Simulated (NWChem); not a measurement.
CH4MgS2; SMILES [SH][Mg][S]C

```xyz
8

Mg     0.2373    -0.4650    -0.0326
S     -0.1187    -2.7473    -0.0465
H     -0.0797    -2.8333     1.3034
S      0.6110     1.8095    -0.0051
C     -1.0697     2.5413    -0.0095
H     -1.6272     2.2964    -0.9244
H     -0.9410     3.6318     0.0266
H     -1.6584     2.2412     0.8686
```
Atoms are numbered in this order, from 1.

All runs: NWChem. The geometry was optimised at PBE0/def2-SVP. Ions are spin-unrestricted doublets at the neutral geometry; other ion states weren't tried.

For level PBE/def2-SVP:

```
Item                                   Value
-------------------------------------  -----
vertical ionisation energy, ΔSCF (eV)   8.29
−ε(HOMO) (eV)                           5.38
```

**Question.** How do the values read with level CAM-B3LYP/def2-SVP instead?

**Answer.** The vertical ionisation energy, ΔSCF (eV) is 8.82. The −ε(HOMO) (eV) comes out as 7.82.
